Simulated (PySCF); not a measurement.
A GIAO shielding run with PySCF 2.14 (density fitting, non-relativistic, gas phase) on SMILES C1[Si](F)(P)CCC1, C₄H₁₀FPSi:

```
$ OMP_NUM_THREADS=1 python probes_run.py task.json out

{"job": {"kind": "nmr", "xc": "PBE0", "basis": "pcSseg-1"}, "charge": 0, "multiplicity": 1}
F      0.741491    -0.308144     2.407602
Si     0.815808    -0.319620     0.778853
P      2.872953    -1.058886     0.272951
C     -0.612261    -1.357684     0.067548
C     -1.685699    -0.321347    -0.271320
C     -0.994732     0.922878    -0.826621
C      0.107393     1.341287     0.151196
H      3.512979    -0.011729     0.912945
H      2.928170    -0.423498    -0.956588
H     -0.993738    -2.107847     0.755988
H     -0.301684    -1.880899    -0.837073
H     -2.409893    -0.715621    -0.986114
H     -2.222698    -0.051140     0.640015
H     -1.711087     1.731375    -0.981772
H     -0.548534     0.678500    -1.793420
H      0.822305     2.004743    -0.331264
H     -0.327770     1.889662     0.987163
```

Hardware: 1 thread of an Arm Neoverse V2, shared host. The job also computes population analyses, field gradients, ring-centre shieldings.

(1) How large is the calculation?

(2) How long does it take, and how much memory does it need?

Answers

(1) 72 electrons, 183 basis functions and 995 auxiliary functions.

(2) 34 s of wall time, with 13 SCF cycles and 4 response iterations; peak memory 0.84 GiB. Times on a shared host scatter by some tens of per cent.
